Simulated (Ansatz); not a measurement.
System: C₂HClF₂, charge 0, singlet. C2HClF2 (SMILES C(Cl)=C(F)F).
B3LYP-D3(BJ)/def2-TZVP minimum from Ansatz (a quantum-chemistry and plane-wave program):
```xyz
6

C      0.4934    -0.5969     0.0116
C     -0.7993    -0.3316     0.0744
F     -1.7238    -1.2674     0.2000
F     -1.3440     0.8633     0.0232
Cl     1.6824     0.6366    -0.1521
H      0.8441    -1.6141     0.0623
```

Total energies in cc-pV(D+d)Z, 30 correlated electrons, 9 frozen orbitals. UHF or UKS for unpaired electrons; spin-orbit terms are left out. Cores are frozen in correlated methods. No relativity.

```
method    program  energy (Eh)  minus CCSDT(Q) (mEh)
--------  -------  -----------  --------------------
HF         Ansatz   -734.67063                818.01
MP2        Ansatz   -735.43587                 52.77
CCSD       Ansatz   -735.46448                 24.17
CCSD(T)    Ansatz   -735.48579                  2.86
CCSDT(Q)   Ansatz   -735.48864                  0.00
```

Rough core times of Ansatz's runs on a shared machine: CCSD(T) under 20 s, CCSDT(Q) 20 min.
